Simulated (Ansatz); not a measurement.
Basis-set extrapolation for BCl2H3Si, SMILES `[SiH3]B(Cl)Cl` (PBE0-D4/def2-TZVP geometry, frozen core, the Gaussian-basis code of Ansatz). Multiplicity 1, RHF reference.

```json
{"": "HF", "def2-TZVPP": "-1234.474186", "def2-QZVPP": "-1234.509320"}
{"": "MP2 correlation", "def2-TZVPP": "-0.600707", "def2-QZVPP": "-0.655204"}
{"": "CCSD(T) correlation", "def2-TZVPP": "-0.686439", "def2-QZVPP": "not run"}
```

Energies in hartree. Use E(X) = E(∞) + A·exp(−7.88·√X) for Hartree–Fock and E(X) = E(∞) + B·X^(−2.97) for correlation, with X = 3 and 4, and add CCSD(T) minus MP2 of the smaller set to the MP2 limit.

Problem. What is the CCSD(T) energy at the basis-set limit?

Solution. HF limit: -1234.509320 + (-0.035134) × 0.13774 = -1234.51416. MP2 limit: -0.655204 + (-0.054497) × 0.74074 = -0.69557. Higher-order term: -0.686439 − (-0.600707) = -0.08573. Total: -1235.29546 hartree, 84.6 kcal/mol below CCSD(T)/def2-TZVPP.
